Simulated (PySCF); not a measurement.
## Dipole moment and polarisability of `C#C/C(F)=C(\C#C)C(=C)C`

Compound: C9H7F.
SMILES with atom numbers: `[CH:1]#[C:2]/[C:3]([F:4])=[C:5](\[C:6]#[CH:7])[C:8](=[CH2:9])[CH3:10]` (hydrogens: H11 on C1; H12 on C7; H13, H14 on C9; H15, H16, H17 on C10)

Geometry (PBE0-D3(BJ)/def2-SVP, Å), atoms numbered from 1 in this order:
```
atom  x, y, z in Å
C1     2.119   -2.708   -1.490
C2     1.304   -2.068   -0.858
C3     0.340   -1.358   -0.099
F4    -0.390   -2.139    0.699
C5     0.139   -0.009   -0.149
C6     0.970    0.716   -1.055
C7     1.669    1.345   -1.822
C8    -0.856    0.738    0.651
C9    -1.007    2.059    0.448
C10   -1.682    0.026    1.686
H11    2.844   -3.267   -2.053
H12    2.296    1.891   -2.501
H13   -0.417    2.596   -0.297
H14   -1.734    2.628    1.032
H15   -1.050   -0.484    2.427
H16   -2.324   -0.745    1.235
H17   -2.322    0.747    2.212
```

Level: CAM-B3LYP/def2-SVPD (PySCF), static field, nuclei fixed, core orbitals frozen in the response. The polarisability tensor in these axes (au):

```
x   102.35 -23.68 -31.43
y   -23.68 152.35   4.29
z   -31.43   4.29  92.81
```

Task: Give the principal values, the mean and the anisotropy Δα = √{½[(α1 − α2)² + (α2 − α3)² + (α1 − α3)²]}.

Result: Principal values 63.98, 117.84 and 165.70 au; mean 115.84 au = 17.17 Å³ = 19.10 × 10⁻⁴⁰ C²·m²/J; Δα = 88.14 au (76 % of the mean).

Task: What is the dipole moment, and where does it point?

Result: (0.65, 0.51, -0.64) D, 1.04 D in size, pointing from the negative to the positive side. Measured along this direction, the outermost atoms are H16 at the negative end and H12 at the positive end.

Task: Find the Langevin capture rate constant for H3O+ (19.018 u) meeting this molecule (134.053 u), k = 2.342 × 10⁻⁹ cm³/s × √(α in Å³ / reduced mass in u).

Result: The reduced mass is 16.66 u, so k = 2.38 × 10⁻⁹ cm³/s. The formula leaves out the permanent dipole, which adds to the capture rate.

Task: Along which axes do the principal values lie, and how far do the nuclei extend along each?

Result: Largest value along (-0.44, 0.86, 0.24), where the nuclei span 7.86 Å; middle along (-0.59, -0.48, 0.65), 6.41 Å; least along (0.68, 0.15, 0.72), 1.76 Å. The response follows the extents in order.

Task: Give the eigenvalues of the traceless quadrupole moment Θ = ½Σq(3rr − r²1), origin at the centre of nuclear charge.

Result: -9.99, -2.52, 12.51 D·Å. The values depend on the origin, since the dipole doesn't vanish. The electronic extent ⟨r²⟩ about the same centre is 1530 bohr², a root-mean-square distance of 2.47 Å for the 70 electrons.

The structure is a single PBE0-D3(BJ)/def2-SVP conformer in the gas phase; no vibrational or solvent corrections.
